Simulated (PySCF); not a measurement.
Steps of a relaxation of [Bi(CCH)]2+

[Bi(CCH)]2+ (singlet). PySCF 2.14.0, RKS PBE, Bi def2-SVP with ECP60, C def2-SVP, H def2-SVP; non-relativistic Hamiltonian with scalar-relativistic core potentials where named; density fitting; no spin-orbit coupling. Origin of the start: template. Columns: position (Å) and force (eV/Å). Energies are counted from the last step; some of the 5 steps are shown. Forces carry noise of the integration grid, about 0.01 to 0.03 eV/Å.

Run from Python with OMP_NUM_THREADS=2. Where DIIS fails, smearing, a level shift and second-order steps follow.
It took 8.5 s on 2 threads of Arm Neoverse V1 (shared host), from the converged density of the start.

```xyz
4
step 0  E = 0.302 eV
Bi    0.0000    0.0000   -0.3130     0.00    0.00    2.36
C     0.0000    0.0000    1.9376     0.00    0.00   -6.02
C     0.0000    0.0000    3.1576     0.00    0.00    2.46
H     0.0000    0.0000    4.2276     0.00    0.00    1.20
```

```xyz
4
step 1  E = 0.053 eV
Bi    0.0000    0.0000   -0.2538     0.00    0.00    0.40
C     0.0000    0.0000    1.8572     0.00    0.00    2.22
C     0.0000    0.0000    3.1531     0.00    0.00   -2.83
H     0.0000    0.0000    4.2534     0.00    0.00    0.22
```

```xyz
4
step 3  E = 0.000 eV
Bi    0.0000    0.0000   -0.2241     0.00    0.00    0.07
C     0.0000    0.0000    1.8699     0.00    0.00   -0.15
C     0.0000    0.0000    3.1293     0.00    0.00    0.10
H     0.0000    0.0000    4.2349     0.00    0.00   -0.01
```

Where does the relaxation end?

It converges at step 4 in C∞v:
```xyz
4
step 4  E = 0
Bi    0.0000    0.0000   -0.2221
C     0.0000    0.0000    1.8686
C     0.0000    0.0000    3.1291
H     0.0000    0.0000    4.2343
```

How did the contacts change?


| contact | start (Å) | end (Å) |
| --- | --- | --- |
| Bi1–C2 (CCH) | 2.251 | 2.091 |
